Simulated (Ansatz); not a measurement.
## Cost against result

Saddle point of HfGaH2Cl5O, singlet (HfGaH₂Cl₅O ([OH][Hf]1([Cl])([Cl])[H][Ga]([Cl])([Cl])[Cl]1) → HfGaH₂Cl₅O ([Cl][Ga]1([Cl])[OH][HfH]([Cl])([Cl])[Cl]1); bonds formed: Ga1–O6; dative contacts that become bonds: H2–Hf5; bonds broken: Ga1–H2; bonds weakened to dative contacts: Hf5–O6), PBE0-D4/def2-TZVP structure:

```json
{"atom": "Ga1", "x (Å)": "0.0499", "y (Å)": "-1.5193", "z (Å)": "0.1885"}
{"atom": "H2", "x (Å)": "0.1152", "y (Å)": "-0.1745", "z (Å)": "-1.4863"}
{"atom": "Cl3", "x (Å)": "-0.2961", "y (Å)": "-2.9657", "z (Å)": "-1.3333"}
{"atom": "Cl4", "x (Å)": "-0.4911", "y (Å)": "-2.2627", "z (Å)": "2.1522"}
{"atom": "Hf5", "x (Å)": "0.1797", "y (Å)": "1.3838", "z (Å)": "-0.4634"}
{"atom": "O6", "x (Å)": "-0.9257", "y (Å)": "0.3632", "z (Å)": "0.7946"}
{"atom": "Cl7", "x (Å)": "-1.3538", "y (Å)": "2.4762", "z (Å)": "-1.8260"}
{"atom": "Cl8", "x (Å)": "1.8763", "y (Å)": "2.9824", "z (Å)": "-0.1284"}
{"atom": "Cl9", "x (Å)": "2.0036", "y (Å)": "-0.3984", "z (Å)": "0.4051"}
{"atom": "H10", "x (Å)": "-1.1580", "y (Å)": "0.1149", "z (Å)": "1.6970"}
```

Barriers are electronic and count from the start structure reached by relaxing down the imaginary mode.

Program: Ansatz 0.2.0. Basis: as named in each row. Cores are frozen in the correlated methods. Filled d shells of the heavier atoms are correlated. Core potentials replace the inner electrons of the atoms past krypton. The def2 sets are not built for correlating such inner shells, so the correlated values are less sure here. B3LYP uses VWN-RPA correlation. Extrapolation: Hartree–Fock as exp(−7.88 √X), correlation as X^−2.97.

Times are rough, for one single point on 4 threads of a shared host (AMD EPYC 7R13), with one NVIDIA H100 (or a share of it) where marked.

The estimate by CCSD(T) at an estimated basis limit (MP2 extrapolated from triple and quadruple zeta, plus CCSD(T) − MP2 in triple zeta) is 103.9 kJ/mol.

```
      method       basis   time (s)  barrier (kJ/mol)  method less estimate
       SPW92    def2-SVP          1              83.7                 -20.2
      PBE-D4    def2-SVP          2              98.2                  -5.7
    BHLYP-D4  def2-TZVPP   2 (H100)             114.9                  11.0
    B3LYP-D4  def2-TZVPP   3 (H100)             113.6                   9.7
CAM-B3LYP-D4  def2-TZVPP   3 (H100)             112.9                   9.0
      B2PLYP  def2-TZVPP   3 (H100)             109.8                   5.8
  r2SCAN0-D4  def2-TZVPP   3 (H100)             103.4                  -0.5
   r2SCAN-D4  def2-TZVPP   3 (H100)             103.6                  -0.3
    PBE-QIDH  def2-TZVPP   3 (H100)             101.2                  -2.7
      PBE-D4  def2-TZVPP   4 (H100)             102.5                  -1.4
     wB97X-V  def2-TZVPP   4 (H100)             104.4                   0.5
  RPA on PBE  def2-TZVPP   4 (H100)              98.0                  -5.9
       SPW92  def2-TZVPP   4 (H100)              88.7                 -15.2
     BLYP-D4  def2-TZVPP   4 (H100)             113.1                   9.2
      B97M-V  def2-TZVPP   4 (H100)             105.2                   1.3
     wB97M-V  def2-TZVPP   4 (H100)              99.4                  -4.5
     PBE0-D4    def2-SVP          4              99.2                  -4.7
     PBE0-D4  def2-TZVPP   4 (H100)             103.4                  -0.5
     CCSD(T)    def2-SVP   7 (H100)             101.4                  -2.5
         MP2  def2-QZVPP  12 (H100)             105.4                   1.5
     wB97M-V    def2-SVP         15              93.9                 -10.1
     CCSD(T)  def2-TZVPP  31 (H100)             100.3                  -3.6
```

All methods are single points on the PBE0-D4 structures.

No T1 diagnostic of these runs exceeds 0.015.

Ligand swaps between two centres remove the fluorinated layer in thermal atomic layer etching, and scramble precursors in the gas phase.

Labels in which every atom is bracketed show which atoms are joined, not bond orders.
